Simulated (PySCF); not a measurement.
# Unknown compound

The spectra below were simulated for a compound C$_{5}$H$_{10}$O$_{3}$Si.

$^{1}$H NMR (400 MHz, computed): δ 6.06 (m, 1H), 5.21 (m, 1H), 5.19 (s, 2H), 5.10 (m, 1H), 4.32 (d, 2H), 2.00 (s, 3H).

$^{13}$C{$^{1}$H} NMR (computed): δ 164.4 (C), 135.1 (CH), 111.3 (CH2), 68.3 (CH2), 21.1 (CH3).

Calculated, not measured (PySCF 2.14): PBE0-D3(BJ)/def2-SVP geometry, GIAO KT3/pcSseg-1 shieldings. Gas phase, single conformer, relativity neglected, equivalent nuclei averaged.

References, each an isolated molecule treated in the same way: TMS for $^{1}$H (σ = 31.32 ppm), $^{13}$C (σ = 182.31 ppm).

Task: What is the structure?

Result: 
1. The formula gives 2 degrees of unsaturation (no ring in the answer).
2. 5 carbon signals for 5 carbons: no two carbons are equivalent.
3. Carbon types of the structure: 1 × C, 1 × CH, 2 × CH2, 1 × CH3, leaving 2 H on heteroatoms.
4. δC 164.4: carbonyl carbon.
5. δC 135.1: alkene CH; as expected for a trigonal carbon in a double bond.
6. δC 111.3: terminal =CH2 carbon; an sp2 carbon of a C=C bond.
7. δC 68.3: allylic sp3 CH2 bonded to O; the inductive effect lowers its shielding.
8. δH 6.06: hydrogen on an alkene CH; attached to an sp2 carbon and in the plane of the double bond.
9. δH 5.21, 5.10: hydrogen on a terminal =CH2 carbon; a vinylic proton, deshielded by the sp2 carbon and the C=C anisotropy.
10. δH 4.32: hydrogen on an allylic sp3 CH2 bonded to O; its carbon carries O, which withdraws density.

The compound is SMILES C=CCO[SiH2]OC(C)=O.

The shifts were computed for this structure.

Shifts are as computed, not scaled to solution data. Of 1309 compounds with measured shifts, 239 miss one by over three times the rms of a fit or turn the order of signals round; such compounds aren't used in these exercises. Multiplicities follow the n + 1 count of equivalent neighbours, as no J values were calculated; m marks all less simple cases, F and P coupling included.
